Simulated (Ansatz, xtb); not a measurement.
# Two isomers of CH3FSZn

Structure I: `F[CH2][Zn][SH]`, a singlet. Structure II: `FC[S][ZnH]`, a singlet. Both are isolated molecules in the gas phase, relaxed with PBE-D3(BJ)/def2-SVP; the shapes shown needn't be the lowest conformers.

I (Å):

```xyz
7

C    -1.0939   -0.3001    0.7394
F    -0.4352    0.2458    1.8381
S    -1.0494    2.1816   -2.6120
Zn   -1.0516    0.8792   -0.8451
H    -0.6296   -1.2842    0.4948
H    -2.1523   -0.5098    1.0224
H     0.2310    1.8190   -2.9151
```

II (Å):

```yaml
atoms:
  - { symbol: C, position_ang: [-1.2631, -0.5019, 0.0276] }
  - { symbol: F, position_ang: [-0.6802, 0.5220, 0.8233] }
  - { symbol: S, position_ang: [-1.3433, 0.0364, -1.7116] }
  - { symbol: Zn, position_ang: [-0.4113, 1.9538, -1.0741] }
  - { symbol: H, position_ang: [-2.2761, -0.6961, 0.4367] }
  - { symbol: H, position_ang: [-0.6283, -1.4048, 0.1413] }
  - { symbol: H, position_ang: [0.2207, 3.3352, -0.8341] }
```

Question: Estimate E(II) − E(I) at the level CCSD(T)/def2-TZVP.

Answer: Calculated at CCSD(T)/def2-TZVP: E(II) − E(I) = +10.0 kJ/mol, so structure I lies lower.

Level by level:

| level | geometry | E(II) − E(I) (kJ/mol) | departure from the last row (kJ/mol) | job, with rough time for the two |
| --- | --- | --- | --- | --- |
| PBE-D3(BJ)/def2-SVP | PBE-D3(BJ)/def2-SVP | +4.9 | −5.1 | optimisation, 3.1 min |
| HF/def2-TZVP | PBE-D3(BJ)/def2-SVP | +4.9 | −5.2 | part of the CCSD(T) run |
| MP2/def2-TZVP | PBE-D3(BJ)/def2-SVP | +12.0 | +2.0 | part of the CCSD(T) run |
| CCSD(T)/def2-TZVP | PBE-D3(BJ)/def2-SVP | +10.0 |  | single point, 6.7 min |

As drawn, II has 1 C–S, 1 Zn–H in place of 1 C–Zn, 1 S–H.

None of the levels shown reverses the order. The largest departure from CCSD(T)/def2-TZVP is that of HF/def2-TZVP, 5.2 kJ/mol. Levels run at GFN2-xTB geometries aren't shown.

With harmonic frequencies from PBE-D3(BJ)/def2-SVP (ideal gas, rigid rotor, one conformer each, 298.15 K, 1 atm): on the last row, ΔE + ΔZPE = +10.9, ΔH = +8.8, ΔG = +14.4 kJ/mol.

The correlated steps freeze 12 core orbitals; the last core shell of Zn is correlated, in a basis made for valence electrons. Mirror images aren't counted in ΔG. Codes used: Ansatz 0.2.0; the last row on 2 threads of AMD EPYC (Zen 3) on a shared host.
